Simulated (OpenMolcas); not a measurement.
## C2H7NSi (SMILES C=C[SiH2]N): methods side by side

C2H7NSi: 11 atoms, total charge 0, spin state singlet. SMILES: `C=C[SiH2]N`. The shape is that of a PBE0-D4/def2-TZVP optimisation. This is one conformer, not always the lowest.

```tsv
atom	x (Å)	y (Å)	z (Å)
C	-0.6761	1.3370	-0.9450
C	0.0893	1.2086	0.1351
Si	0.5965	-0.4445	0.8326
N	0.0029	-1.8037	-0.0286
H	-0.9671	2.3046	-1.3447
H	-1.0468	0.4656	-1.4791
H	0.4330	2.1167	0.6316
H	0.0995	-0.5366	2.2326
H	2.0832	-0.5167	0.8360
H	0.4049	-2.0860	-0.9063
H	-0.9538	-2.1021	0.0563
```

Quantity: the dipole moment, in D. The values are calculated.

| level | kind | program | value (D) | CPU time |
| --- | --- | --- | --- | --- |
| SVWN5/cc-pVDZ | LDA | OpenMolcas | 1.40 | 58 s |
| PBE/cc-pVDZ | GGA | OpenMolcas | 1.40 | 77 s |
| revPBE/cc-pVDZ | GGA | OpenMolcas | 1.40 | 80 s |
| M06-L/cc-pVDZ | meta-GGA | OpenMolcas | 1.35 | 93 s |
| r2SCAN/cc-pVDZ | meta-GGA | OpenMolcas | 1.43 | 97 s |
| B3LYP/cc-pVDZ | global hybrid | OpenMolcas | 1.39 | 69 s |
| BHLYP/cc-pVDZ | global hybrid | OpenMolcas | 1.42 | 66 s |
| M06-2X/cc-pVDZ | hybrid meta-GGA | OpenMolcas | 1.40 | 86 s |

The values span 1.35 to 1.43 D. Magnitudes only. CPU times are rough (shared hosts, several kinds of processor and program).
